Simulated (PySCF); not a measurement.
Zn(I)(NH2), H₂INZn, SMILES [NH2][Zn][I], PBE0/def2-SVP optimised geometry.

```
5

Zn     0.07     0.12     0.00
I     -2.35     0.31     0.00
N      1.89     0.12     0.00
H      2.35    -0.24    -0.84
H      2.35    -0.31     0.80
```

Density from PBE0/def2-TZVP, def2 effective core potentials past Kr in PySCF at that geometry. The core electrons that the potentials of I replace are not part of the density.

Minimum of the electron density along straight lines between bonded atoms, close to the bond critical point (lines longer than 1.1 times the sum of covalent radii, or with two minima, are not listed):

```
bond    length / Å  ρ at the minimum / e bohr⁻³  ∇²ρ there / e bohr⁻⁵  position (fraction from the first atom)
------  ----------  ---------------------------  --------------------  ---------------------------------------
Zn1–I2       2.430                        0.075                  0.11                                     0.43
Zn1–N3       1.819                        0.135                  0.52                                     0.49
N3–H4        1.018                        0.329                 -1.53                                     0.73
N3–H5        1.018                        0.329                 -1.53                                     0.73
```
